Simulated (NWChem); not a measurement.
## Extrapolating the CCSD correlation energy of BeF2

```
Be
F 1 1.3865
F 1 1.3865 2 180.00
```
Charge 0, spin multiplicity 1.

All runs are NWChem calculations. All single points use one geometry, from B3LYP/def2-SVP, a minimum by its harmonic frequencies.

The correlated methods keep 3 core orbitals frozen. The structure started from a generated list of species. No row is a measurement; the coupled-cluster row has its own basis-set and correlation limits.

Worked example. The CCSD correlation energy is -421.85 mHa in cc-pVDZ and -552.81 mHa in cc-pVTZ. The form E(X) = E∞ + A/X³ turns the pair into an estimate of the basis-set limit.

E∞ = (3³·(-552.81) − 2³·(-421.85))/(3³ − 2³) = -608.0 mHa. The larger basis holds 91 % of that. This is a two-point estimate, and a rough one from so small a pair.
